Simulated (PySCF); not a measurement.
State search for AlPb

Unrestricted PBE0; PySCF, scalar-relativistic core potentials, basis sets Al def2-SVPD, Pb def2-SVPD with ECP60. Outer shells of the fragments: Al 3s2 3p1; Pb 5d10 6s2 6p2.

Followed along the bond (rough minima from three points):

```tsv
2Ms+1	unpaired	⟨S²⟩ at the start	R at minimum (Å)	Te (eV)
4	σ ↑, π ↑↑	3.75	2.72	0.00
2	σ ↓, π ↑↑	1.77	2.70	0.30
2	σ ↑, π ↑↓	1.76	2.71	0.36
2	σ ↑	0.76	2.74	0.92
2	π ↑	0.78	2.55	1.07
```

Solutions found at the starting distance of 2.590 Å, counted from the lowest of them; the search is not exhaustive and high or unbound solutions are not listed, so other states can lie among these:

```
2Ms+1   unpaired   term  E (eV)  ⟨S²⟩  ⟨Lz²⟩  μ (D)
    4  σ ↑, π ↑↑    ⁴Σ⁻    0.00  3.75   0.00  -0.23
    2  σ ↓, π ↑↑  mixed    0.29  1.77   0.00  -0.27
    2  σ ↑, π ↑↓  mixed    0.35  1.76   2.01  -0.13
    2        σ ↑  mixed    0.93  0.76   2.00   0.04
    2        π ↑     ²Π    1.03  0.78   1.00  -0.79
    2        π ↑     ²Π    1.08  0.75   1.00   1.14
```

A term symbol is given only where ⟨S²⟩ and ⟨Lz²⟩ are close to those of a pure state; real π, δ and φ orbitals otherwise mix terms. A positive dipole means Al(−)Pb(+).

Spin–orbit coupling is left out, which matters for elements this heavy, above all for dissociation energies.
